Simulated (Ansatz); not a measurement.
`CSC1[SiH2][SiH2]1`, relaxed with RKS PBE0-D4/def2-TZVP in Ansatz 0.2.0 from a PBE-D4/def2-SVP geometry. The force threshold is 0.005 eV/Å; the program also tests the step.

The species carries charge 0 and has multiplicity 1.

Start:

```xyz
13

C    -1.373   -1.234   -1.404
S     0.417   -1.023   -1.139
C     0.458   -0.370    0.541
Si   -0.220    1.429    0.768
Si    1.961    0.807    0.854
H    -1.796   -1.998   -0.720
H    -1.510   -1.572   -2.450
H    -1.912   -0.272   -1.264
H     0.240   -1.113    1.338
H    -0.840    2.036   -0.454
H    -0.969    1.716    2.037
H     2.632    0.628    2.184
H     2.913    0.966   -0.291
```

Task: How much energy does the relaxation release, and in how many steps? (An estimate is asked.)

Result: Computed: 1.52 kcal/mol, in 10 steps.

Task: Which bonds change most? (Best estimate.)

Result: Ansatz gave: Si4–Si5 from 2.270 to 2.242 Å; C3–Si4 from 1.936 to 1.910 Å; C3–Si5 from 1.935 to 1.910 Å; S2–C3 from 1.803 to 1.779 Å.

Task: Give the relaxed structure. (Best estimate.)

Result: Ansatz gave: 
```xyz
13

C    -1.348   -1.193   -1.393
S     0.414   -0.994   -1.101
C     0.449   -0.379    0.567
Si   -0.225    1.398    0.757
Si    1.933    0.795    0.825
H    -1.776   -1.936   -0.719
H    -1.465   -1.538   -2.422
H    -1.873   -0.242   -1.277
H     0.246   -1.124    1.337
H    -0.903    1.945   -0.439
H    -0.933    1.707    2.024
H     2.596    0.669    2.145
H     2.884    0.894   -0.304
```
